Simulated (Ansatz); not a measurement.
System: C2H9P2Si, charge 0, multiplicity 2. It need not be the lowest isomer of its formula. SMILES: [CH2][Si](C)(P)P
Geometry from a B3LYP-D3(BJ)/def2-TZVP (Ansatz, an electronic-structure program) optimisation:
```xyz
14

C     -0.6822     1.5751    -1.2287
Si    -0.3721     0.1188    -0.1614
C     -1.9314    -0.8923     0.0898
P      1.2103    -1.2609    -1.0550
P      0.3743     0.8540     1.8572
H     -1.5658     1.6680    -1.8514
H      0.0443     2.3705    -1.3527
H     -2.3185    -1.2494    -0.8671
H     -2.7065    -0.2911     0.5688
H     -1.7360    -1.7622     0.7191
H      0.6901    -1.2359    -2.3768
H      2.1427    -0.2204    -1.2980
H      1.0169    -0.3664     2.1957
H      1.5552     1.4313     1.3209
```
Charge 0, spin multiplicity 2.

Quantity: atomisation energy (electronic, to ground-state atoms), in kcal/mol. Valence correlation only, unless marked. UHF or UKS for open shells. No spin-orbit coupling. Non-relativistic. The coupled-cluster limit lacks core correlation, which all-electron functionals hold. Basis-set limits of correlation are two-point, X^-3; Hartree-Fock from the larger set.

```csv
level,program,atomisation energy (kcal/mol)
PBE/def2-TZVPD,Ansatz,1098.5
PBE-D4/def2-TZVPD,Ansatz + dftd4,1108.0
revPBE-D4/def2-TZVPD,Ansatz + dftd4,1089.8
r2SCAN-D3(BJ)/def2-TZVPD,Ansatz + dftd3,1100.4
r2SCAN-D4/def2-TZVPD,Ansatz + dftd4,1099.8
B97M-V/def2-TZVPD,Ansatz,1107.2
r2SCANh/def2-TZVPD,Ansatz,1093.1
```

What does CCSD(T)/CBS(cc-pV(T+d)Z,cc-pV(Q+d)Z) (Ansatz) give?

1093.8 kcal/mol, so r2SCANh/def2-TZVPD differs from it by -0.7 kcal/mol.
